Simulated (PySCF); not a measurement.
Electron correlation in Sb⁺ (antimony, charge +1)

[Kr] 4d10 5s2 5p2, high-spin 3P determinant. All numbers are calculated (PySCF 2.14, the spin-free X2C one-electron Hamiltonian (Gaussian nucleus), in x2c-TZVPall (8s6p4d2f, 60 functions)). Frozen: [Kr] 4d10; 4 electrons correlated.

MP2 pair energies summed by pair of shells (mhartree):

```
 pair  energy  share (%)
5s-5p  -27.12       61.2
5s-5s  -12.97       29.3
5p-5p   -4.25        9.6
```

Total MP2 correlation energy: -44.33 mhartree.

Same-spin part -7.38 and opposite-spin part -36.95 mhartree; SCS-MP2 scales them by 1/3 and 6/5 to -46.80 mhartree.
